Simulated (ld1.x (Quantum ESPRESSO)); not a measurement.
# magnesium (Mg), PAW: configuration errors across variants

Mg (Z = 12), PAW, made with ld1.x (Quantum ESPRESSO) 7.5 (PBE, scalar-relativistic). Core [He], reference 2s2 2p6 3s2 3p0. Waves: 2s (bound): rcut 1.25, rcutus 1.45 bohr; 3s (bound): rcut 1.25, rcutus 1.45 bohr; 2p (bound): rcut 1.05, rcutus 1.15 bohr; 3p (bound, empty): rcut 1.05, rcutus 1.15 bohr; 3d channel at -0.15 Ry: rcut 1.25, rcutus 1.40 bohr; 3d channel at 0.6 Ry: rcut 1.25, rcutus 1.40 bohr. Local part: all-electron potential smoothed inside 1.35 bohr (lloc = -1). Core correction: a·sin(br)/r model core, default radius (core density twice the valence density). Augmentation charge: PSQ, inside the norm-conserving radii.

All-electron excitation energies from the reference (eV): (1) 2s2 2p6 3s1 3p0 7.960; (2) 2s2 2p6 3s0 3p0 22.986; (3) 2s2 2p6 3s1.5 3p0 3.144; (4) 2s2 2p5 3s2 3p0 58.542; (5) 2s2 2p6 3s0 3p1 12.328; (6) 2s2 2p6 3s0 3p2 7.183.

The overlap operator is not positive definite (basis up to 400 Ry) in “waves 2s (bound): rcut 1.25, rcutus 1.72 bohr; 3s (bound): rcut 1.25, rcutus 1.72 bohr”, “waves 2s (bound): rcut 1.25, rcutus 1.90 bohr; 3s (bound): rcut 1.25, rcutus 1.90 bohr”, “waves 2s (bound): rcut 1.25, rcutus 2.02 bohr; 3s (bound): rcut 1.25, rcutus 2.02 bohr”. Such files are unfit for use, however small their errors in these radial tests.

Tests that are not counted but printed errors over 1 eV. “waves 2s (bound): rcut 1.25, rcutus 1.72 bohr; 3s (bound): rcut 1.25, rcutus 1.72 bohr”: 2s1 2p6 3s2 3p0 (solver errors, printed error -6.0 eV). “waves 2s (bound): rcut 1.25, rcutus 1.90 bohr; 3s (bound): rcut 1.25, rcutus 1.90 bohr”: 2s2 2p5 3s2 3p0 (solver errors, printed error -1228 eV).

1 further variants failed, have other tests or too few solved ones, and are left out.

Errors AE − PS in meV (a dash: test not solved or not reliable):

| change | (1) | (2) | (3) | (4) | (5) | (6) | bound ghosts |
| --- | --- | --- | --- | --- | --- | --- | --- |
| base | +0.2 | -0.3 | 0.0 | +91 | -0.1 | -0.1 | none |
| waves 2s (bound): rcut 0.84, rcutus 0.90 bohr; 3s (bound): rcut 0.84, rcutus 0.90 bohr | -0.1 | -0.3 | 0.0 | -19 | -0.1 | -0.1 | none |
| waves 2s (bound): rcut 1.04, rcutus 1.10 bohr; 3s (bound): rcut 1.04, rcutus 1.10 bohr | -0.1 | -0.3 | 0.0 | -15 | -0.1 | -0.1 | none |
| waves 2s (bound): rcut 1.16, rcutus 1.24 bohr; 3s (bound): rcut 1.16, rcutus 1.24 bohr | 0.0 | -0.3 | 0.0 | +6.7 | -0.1 | -0.1 | none |
| waves 2s (bound): rcut 1.24, rcutus 1.32 bohr; 3s (bound): rcut 1.24, rcutus 1.32 bohr | +0.1 | -0.3 | 0.0 | +30 | -0.1 | -0.1 | none |
| waves 2s (bound): rcut 1.25, rcutus 1.50 bohr; 3s (bound): rcut 1.25, rcutus 1.50 bohr | +0.6 | -0.4 | +0.1 | – | – | – | none |
| waves 2s (bound): rcut 1.25, rcutus 1.72 bohr; 3s (bound): rcut 1.25, rcutus 1.72 bohr | +3.9 | -0.2 | +0.9 | +1203 | -0.1 | -0.1 | not determined (overlap not positive) |
| waves 2s (bound): rcut 1.25, rcutus 1.90 bohr; 3s (bound): rcut 1.25, rcutus 1.90 bohr | +19 | -21 | +4.6 | – | -8.3 | -5.9 | not determined (overlap not positive) |
| waves 2s (bound): rcut 1.25, rcutus 2.02 bohr; 3s (bound): rcut 1.25, rcutus 2.02 bohr | – | – | – | – | – | – | not determined (overlap not positive) |

(1) Give the same row for: waves 2s (bound): rcut 1.25, rcutus 1.58 bohr; 3s (bound): rcut 1.25, rcutus 1.58 bohr.

## Answers

(1) +1.2, -0.4, +0.2, –, -0.2, -0.2; bound ghosts: none. Not counted: 2s2 2p5 3s2 3p0 (solver errors, printed error -1023 eV).
